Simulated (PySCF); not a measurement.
Species: `COC(=O)C1=NN=NC=C1`. The columns A, B, C and D hold Mulliken, IAO, Hirshfeld and ESP-fitted charges (e) of one PBE0/pcSseg-1 density (PySCF), in a shuffled order. Coordinates in Å (GFN2-xTB); the density's dipole moment is (-1.50, -2.92, -0.85) D.

```tsv
atom	x	y	z	A	B	C	D
C1	-3.027	0.268	-0.092	-0.215	-0.028	-0.091	-0.030
O2	-1.658	0.609	0.074	-0.300	-0.083	-0.331	-0.434
C3	-0.785	-0.362	-0.132	+0.509	+0.207	+0.278	+0.595
O4	-1.065	-1.493	-0.446	-0.463	-0.247	-0.456	-0.405
C5	0.632	0.089	0.069	+0.077	+0.052	+1.246	+0.039
C6	1.681	-0.812	-0.108	-0.150	-0.022	-1.098	-0.108
C7	2.944	-0.277	0.105	-0.006	+0.037	+0.983	+0.216
N8	3.097	0.995	0.448	-0.154	-0.097	-0.611	-0.245
N9	2.071	1.764	0.594	-0.012	-0.035	+0.126	-0.014
N10	0.865	1.353	0.417	-0.143	-0.094	-0.635	-0.247
H11	-3.306	-0.528	0.603	+0.156	+0.052	+0.124	+0.123
H12	-3.592	1.172	0.115	+0.172	+0.063	+0.117	+0.139
H13	-3.210	-0.078	-1.111	+0.156	+0.052	+0.122	+0.123
H14	1.497	-1.837	-0.389	+0.193	+0.069	+0.300	+0.124
H15	3.853	-0.854	0.004	+0.179	+0.073	-0.074	+0.122
```

Task: Which column most likely holds the ESP-fitted charges?

Result: C. Σ q r misses the density's dipole by 0.12 D (C), 0.61 D (D), 1.22 D (A), 2.18 D (B). Charges fitted to the outside potential are the only set here that is tied to the molecule's multipoles.

Task: And the Hirshfeld charges?

Result: B. The mean sizes are 0.081 e (B), 0.192 e (A), 0.198 e (D), 0.439 e (C), and Hirshfeld charges are commonly the smallest of these schemes.

As computed, A = IAO, B = Hirshfeld, C = ESP-fitted, D = Mulliken. Hydrogens on carbon: IAO +0.16 to +0.19, Hirshfeld +0.05 to +0.07, ESP-fitted -0.07 to +0.30, Mulliken +0.12 to +0.14 e.

The Hirshfeld scheme divides the density at each point in proportion to the densities of the neutral, spherically averaged free atoms. The ESP scheme is a least-squares fit of atom-centred charges to the potential on four shells outside the van der Waals surface, with the total charge fixed.

Isolated species at its GFN2-xTB geometry (one conformer only).

These values come from a run that also computed NMR shieldings. Hardware: an Arm Neoverse V1 with one thread, shared host. Cost: 33 s of wall time, 0.84 GiB resident at most.

Shape of the structure used: `[CH3:1][O:2][C:3](=[O:4])[c:5]1[cH:6][cH:7][n:8][n:9][n:10]1`: C1–O2–C3–O4 0°, O2–C3–C5–C6 180°.
